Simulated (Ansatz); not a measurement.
`FCSC[SiH3]` + `[NH2][GaH][SiH3]` → `[SiH3][NH][GaH][SiH3]` + `CSCF`  (ligand exchange at the Si–C bond)

Computed with Ansatz on PBE0-D4/def2-TZVP structures; ΔE is electronic, products minus reactants. CBS: MP2 limit from def2 TZ/QZ plus the TZ coupled-cluster correction, frozen cores. Functionals use def2-TZVPP. For Ga outer-core shells are correlated without core-valence functions, which leaves a few kJ/mol of doubt a bond. Scalar relativity is left out up to krypton. One conformer a species, not always the lowest.

**Question.** Is it downhill or uphill in electronic energy at CCSD(T)/CBS, and by how much? (An estimate is asked.)

**Answer.** The calculation gave: Downhill: ΔE = -60.9 kJ/mol.

**Question.** What do these levels give: PBE0-D4, ωB97M-V, PBE, r2SCAN, PBE0, HF/def2-TZVPP, MP2/def2-TZVPP, SCS-MP2/def2-TZVPP, CCSD/def2-TZVPP, SCS-MP2/def2-QZVPP, HF/CBS(def2), CCSD/CBS(def2)? (Estimate.)

**Answer.** The calculation gave: PBE0-D4 -56.7, ωB97M-V -59.3, PBE -53.6, r2SCAN -59.7, PBE0 -57.7, HF/def2-TZVPP -77.2, MP2/def2-TZVPP -64.1, SCS-MP2/def2-TZVPP -67.1, CCSD/def2-TZVPP -64.9, SCS-MP2/def2-QZVPP -66.1, HF/CBS(def2) -77.9, CCSD/CBS(def2) -62.9 kJ/mol.

Largest T1 diagnostic among the species: 0.015.

From PBE to PBE0 (25 % exact exchange), in def2-TZVPP and without D4, ΔE moves by −4.1 kJ/mol. In def2-TZVPP, CCSD(T) changes the Hartree–Fock value by +14.3 kJ/mol (the triples alone add +2.0 kJ/mol) and MP2 by +13.1 kJ/mol.
